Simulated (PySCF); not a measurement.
**Atomic charges against the basis set**

Compound: CH₇NO₃Si.
Cartesian coordinates in Å at the PBE0-D3(BJ)/def2-SVP level; atoms count from 1:
```xyz
13
CH7NO3Si angstrom
C     -1.468   -1.313   -0.553
O     -0.148   -1.054   -0.159
Si     0.378    0.430    0.341
N      2.026    0.357    0.804
O      0.145    1.563   -0.847
O     -0.570    0.865    1.619
H     -1.755   -0.718   -1.439
H     -2.186   -1.087    0.254
H     -1.561   -2.379   -0.810
H      2.230   -0.133    1.669
H      2.735    0.139    0.112
H      0.721    1.530   -1.615
H     -0.553    1.800    1.842
```

PBE0 throughout (PySCF), one geometry, spherical d and f functions. Geometry: PBE0-D3(BJ)/def2-SVP, one conformer, isolated molecule. Atoms taken as equivalent share a column and are averaged. The first 7 of 8 kinds of atom are listed.

Mulliken charges (e):

```csv
basis,functions,C1,O2,Si3,N4,O5/O6,H7/H8/H9,H10/H11
STO-3G,41,-0.137,-0.395,+1.133,-0.614,-0.462,+0.074,+0.168
6-31G,72,-0.203,-0.714,+1.443,-0.992,-0.795,+0.175,+0.348
pcSseg-0,72,-0.295,-0.867,+1.878,-1.098,-0.859,+0.219,+0.327
6-31G*,102,-0.255,-0.559,+1.104,-0.915,-0.739,+0.171,+0.354
cc-pVDZ,123,+0.086,-0.418,+0.673,-0.298,-0.357,+0.040,+0.109
def2-SVP,123,+0.138,-0.507,+0.841,-0.406,-0.420,+0.037,+0.136
aug-cc-pVDZ,205,+0.900,-0.914,+2.257,-0.268,-0.721,-0.221,-0.044
"6-311+G(2d,p)",212,-0.301,-0.658,+1.985,-0.916,-0.798,+0.152,+0.237
def2-TZVP,234,-0.203,-0.334,+0.716,-0.622,-0.528,+0.122,+0.242
cc-pVTZ,282,-0.093,-0.306,+0.551,-0.334,-0.366,+0.079,+0.138
IGLO-III,289,-0.295,-0.493,+1.482,-0.721,-0.651,+0.129,+0.202
pcSseg-2,321,+0.145,-0.552,+1.184,-0.539,-0.534,+0.034,+0.154
```

IAO charges (e):

```csv
basis,functions,C1,O2,Si3,N4,O5/O6,H7/H8/H9,H10/H11
STO-3G,41,-0.263,-0.468,+1.380,-0.708,-0.591,+0.120,+0.198
6-31G,72,-0.233,-0.618,+1.492,-0.845,-0.765,+0.148,+0.278
pcSseg-0,72,-0.214,-0.623,+1.533,-0.831,-0.754,+0.139,+0.262
6-31G*,102,-0.192,-0.647,+1.616,-0.863,-0.788,+0.133,+0.268
cc-pVDZ,123,-0.190,-0.641,+1.598,-0.854,-0.785,+0.131,+0.267
def2-SVP,123,-0.182,-0.642,+1.607,-0.850,-0.783,+0.128,+0.262
aug-cc-pVDZ,205,-0.200,-0.653,+1.620,-0.883,-0.806,+0.137,+0.279
"6-311+G(2d,p)",212,-0.203,-0.661,+1.651,-0.894,-0.814,+0.139,+0.280
def2-TZVP,234,-0.199,-0.664,+1.667,-0.894,-0.815,+0.137,+0.278
cc-pVTZ,282,-0.201,-0.659,+1.655,-0.889,-0.811,+0.137,+0.277
IGLO-III,289,-0.202,-0.663,+1.663,-0.896,-0.817,+0.138,+0.280
pcSseg-2,321,-0.200,-0.664,+1.667,-0.897,-0.817,+0.138,+0.279
```

Hirshfeld charges (e):

```csv
basis,functions,C1,O2,Si3,N4,O5/O6,H7/H8/H9,H10/H11
STO-3G,41,+0.035,-0.259,+0.673,-0.328,-0.291,+0.010,+0.091
6-31G,72,-0.014,-0.279,+0.551,-0.328,-0.337,+0.042,+0.126
pcSseg-0,72,-0.024,-0.261,+0.566,-0.330,-0.338,+0.038,+0.122
6-31G*,102,-0.016,-0.251,+0.484,-0.317,-0.315,+0.039,+0.125
cc-pVDZ,123,-0.036,-0.235,+0.510,-0.321,-0.309,+0.036,+0.121
def2-SVP,123,-0.036,-0.240,+0.515,-0.324,-0.314,+0.038,+0.122
aug-cc-pVDZ,205,-0.046,-0.251,+0.550,-0.329,-0.313,+0.041,+0.120
"6-311+G(2d,p)",212,-0.039,-0.253,+0.539,-0.325,-0.313,+0.040,+0.119
def2-TZVP,234,-0.042,-0.245,+0.526,-0.327,-0.312,+0.040,+0.121
cc-pVTZ,282,-0.043,-0.242,+0.530,-0.329,-0.312,+0.039,+0.121
IGLO-III,289,-0.047,-0.244,+0.530,-0.326,-0.309,+0.040,+0.120
pcSseg-2,321,-0.047,-0.248,+0.541,-0.331,-0.314,+0.042,+0.121
```

Some averages cover members that differ in this geometry, most widely: H7/H8/H9, Mulliken in aug-cc-pVDZ -0.310 to -0.172; O5/O6, Mulliken in aug-cc-pVDZ -0.744 to -0.699; H10/H11, Mulliken in aug-cc-pVDZ -0.063 to -0.025; H7/H8/H9, Mulliken in cc-pVTZ +0.066 to +0.095 e.

Q: Which scheme is steadiest as the basis changes?

A: Largest range over the bases for any column: Hirshfeld 0.19 e, IAO 0.29 e, Mulliken 1.71 e. Hirshfeld charges move least and Mulliken charges most, counted in e. Without the minimal STO-3G basis the ranges are Hirshfeld 0.08, IAO 0.18, Mulliken 1.71 e.

Q: How much do the charges still move between the two largest bases, IGLO-III and pcSseg-2?

A: At most, over all atoms: Mulliken 0.440 e, IAO 0.004 e, Hirshfeld 0.011 e.

Q: What do the same runs give for the total energy, the frontier levels and the dipole moment?

A: 
```csv
basis,energy (Eh),HOMO (eV),LUMO (eV),μ (D)
STO-3G,-604.1413,-3.83,6.92,1.42
6-31G,-611.7137,-7.64,0.94,2.11
pcSseg-0,-610.8046,-7.47,1.12,1.99
6-31G*,-611.8831,-7.44,1.44,1.74
cc-pVDZ,-611.9209,-7.44,1.18,1.68
def2-SVP,-611.5853,-7.48,1.17,1.70
aug-cc-pVDZ,-611.9675,-7.83,-0.47,1.55
"6-311+G(2d,p)",-612.0573,-7.84,-0.29,1.60
def2-TZVP,-612.0943,-7.76,0.48,1.63
cc-pVTZ,-612.0783,-7.69,0.60,1.58
IGLO-III,-612.1014,-7.79,0.13,1.56
pcSseg-2,-612.1050,-7.84,0.04,1.60
```

The dipole is fixed by the density alone, so its range of 0.69 D shows that the density itself changes with the basis, not only its division among atoms.
